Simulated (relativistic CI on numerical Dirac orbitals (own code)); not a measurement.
# Ar7+: calculation against measurement

Computed by Dirac-Coulomb-Breit CI, orbitals from a KLI potential per configuration, a model potential for QED, unscaled Slater integrals (own radial code, finite nucleus).

CI space (outside the closed core [Ne]): 3s, 3p, 3d, 4s, 4p, 4d, 4f, 5s, 5p, 5d, 5f, 5g, 6s, 6p, 6d, 7s, 7p. Levels of other configurations are missing.

| Configuration | Term (tabulated) | J | Measured (cm⁻¹) | Computed | Error | Purity (%) |
| --- | --- | --- | --- | --- | --- | --- |
| 3s | 2S | 1/2 | 0.0 | 0 | 0 | 100 |
| 3p | 2P° | 1/2 | 140095.0 | 140088 | -7 | 100 |
| 3p | 2P° | 3/2 | 142808.2 | 142764 | -44 | 100 |
| 3d | 2D | 3/2 | 332609.0 | 332625 | 16 | 100 |
| 3d | 2D | 5/2 | 332754.0 | 332739 | -15 | 100 |
| 4s | 2S | 1/2 | 575958.0 | 573191 | -2767 | 100 |
| 4p | 2P° | 1/2 | 628241.0 | 625556 | -2685 | 100 |
| 4p | 2P° | 3/2 | 629243.0 | 626543 | -2700 | 100 |
| 4d | 2D | 3/2 | 697532.0 | 694776 | -2756 | 100 |
| 4d | 2D | 5/2 | 697621.0 | 694831 | -2790 | 100 |
| 4f | 2F° | 5/2 | 716852.0 | 712880 | -3972 | 100 |
| 4f | 2F° | 7/2 | 716875.0 | 712909 | -3966 | 100 |
| 5s | 2S | 1/2 | 807306.0 | 803564 | -3742 | 100 |
| 5p | 2P° | 1/2 | 832261.0 | 828608 | -3653 | 100 |
| 5p | 2P° | 3/2 | 832749.0 | 829082 | -3667 | 100 |
| 5d | 2D | 3/2 | 865274.0 | 861583 | -3691 | 100 |
| 5d | 2D | 5/2 | 865278.0 | 861615 | -3663 | 100 |
| 5f | 2F° | 5/2 | 875329.0 | 871061 | -4268 | 100 |
| 5f | 2F° | 7/2 | 875349.0 | 871075 | -4274 | 100 |
| 5g | 2G | 7/2 | 876005.0 | 871493 | -4512 | 100 |
| 5g | 2G | 9/2 | 876019.0 | 871502 | -4517 | 100 |
| 6s | 2S | 1/2 | 923471.0 | 919339 | -4132 | 100 |
| 6p | 2P° | 3/2 | 937520.0 | 933469 | -4051 | 100 |
| 6d | 2D | 5/2 | 955618.0 | 951540 | -4078 | 100 |
| 6d | 2D | 3/2 | 955682.0 | 951520 | -4162 | 100 |
| 7s | 2S | 1/2 | 990073.0 | 985713 | -4360 | 100 |
| 7p | 2P° | 1/2 | 998465.0 | 994177 | -4288 | 100 |
| 7p | 2P° | 3/2 | 998582.0 | 994341 | -4241 | 100 |

Measured levels from Saloman, J. Phys. Chem. Ref. Data 39, 033101 (2010); pairs were made by configuration, J and term (by order where the table uses no LS term), so strongly mixed levels may be paired wrongly.

Mean error by configuration (cm⁻¹): 3p -25; 3d 1; 4s -2767; 4p -2693; 4d -2773; 4f -3969; 5s -3742; 5p -3660; 5d -3677; 5f -4271; 5g -4515; 6s -4132; 6p -4051; 6d -4120; 7s -4360; 7p -4264. Over the excited levels the mean absolute error is 3223 cm⁻¹ (27 of the 30 excited levels that our extract of the source holds in range could be paired, and the others can miss by more), and the median relative error of those above 1,000 cm⁻¹ is 0.43 %.
